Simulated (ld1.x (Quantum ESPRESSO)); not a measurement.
Before and after: ultrasoft potential for boron (B)

```
Element                 : boron (B)
Generator               : ld1.x (Quantum ESPRESSO) 7.5
Type                    : ultrasoft
Functional              : PBE
Relativity              : scalar-relativistic
Frozen core             : [He]
Valence charge          : 3
Reference configuration : 2s2 2p1
Partial waves           : 2s (bound): rcut 1.25, rcutus 1.50 bohr; 2s channel at 0.15 Ry: rcut 1.25, rcutus 1.50 bohr; 2p (bound): rcut 2.10, rcutus 2.80 bohr; 2p channel at 0.15 Ry: rcut 2.10, rcutus 2.80 bohr
Local potential         : all-electron potential smoothed inside 1.65 bohr (lloc = -1)
Core correction         : a·sin(br)/r model core inside 1.55 bohr
Augmentation charge     : PSQ, inside the norm-conserving radii
```

Change: non-relativistic.

Cutoffs: the cutoffs (Ry, on a coarse ladder) from which the occupation-weighted sum of valence levels, in a spherical-Bessel basis at the reference potential, stays within 10 and 1 mRy of its value at 400 Ry; they do not see the model core or the augmentation charge, which bear on the density cutoff. Errors are all-electron minus pseudo energies relative to the spin-unpolarised reference configuration.

What does the change do?

Both files are so soft that the ladder of cutoffs tells neither apart; the errors of the 7 common tests hardly move; neither file shows a bound ghost.

```tsv
quantity	base	changed
cutoff, loose	6 Ry	6 Ry
cutoff, tight	12 Ry	12 Ry
bound ghosts	none	none
error for 2s2 2p0, meV [ΔE 8.22 eV]	+24	+24
error for 2s1 2p0, meV [ΔE 33.64 eV]	+95	+96
error for 2s2 2p0.5, meV [ΔE 2.89 eV]	+3.1	+3.1
error for 2s2 2p1.3, meV [ΔE -0.74 eV]	+0.3	+0.3
error for 2s1 2p2, meV [ΔE 5.85 → 5.84 eV]	0.0	+0.1
error for 2s0 2p3, meV [ΔE 11.72 → 11.71 eV]	-1.7	-1.5
error for 2s1 2p1, meV [ΔE 14.36 → 14.36 eV]	-4.9	-4.8
s: phases at 3.03 bohr within 0.05 rad from the reference energy up to (Ry; the scan ends near 5)	to the end of the scan	to the end of the scan
p: phases at 3.03 bohr within 0.05 rad from the reference energy up to (Ry; the scan ends near 5)	to the end of the scan	to the end of the scan
lowest overlap eigenvalue by channel	s 0.55, p 1.00	s 0.55, p 1.00
```
